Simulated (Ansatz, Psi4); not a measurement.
Ansatz (a first-principles code) was given this input:
Ansatz 0.2 input:
```yaml
crystal:
  periodic: [false, false, false]
  atoms:
    - {symbol: Ag, position_ang: [0.00000000, 0.00000000, 0.00000000]}
basis:
  gaussian:
    orbitals: def2-SVPD
hamiltonian:
  xc: {name: BHLYP}
magnetization: {spin_polarized: true, initial_magnetization: 1}
accuracy: high
```

**Question.** Give the equivalent Psi4 input.

**Answer.** This is not unique; one that fits is 
```
memory 2 GB

molecule mol {
0 2
  Ag    0.000000    0.000000    0.000000
}

set basis def2-svpd
set reference uks
set scf_type pk
set puream true
set d_convergence 1e-8
set dft_radial_points 99
set dft_spherical_points 590

energy('bhhlyp')
print_variables()
```

Both were run: Ansatz gave -146.843137 Eh and Psi4 -146.843137 Eh, 0.000 mEh apart.
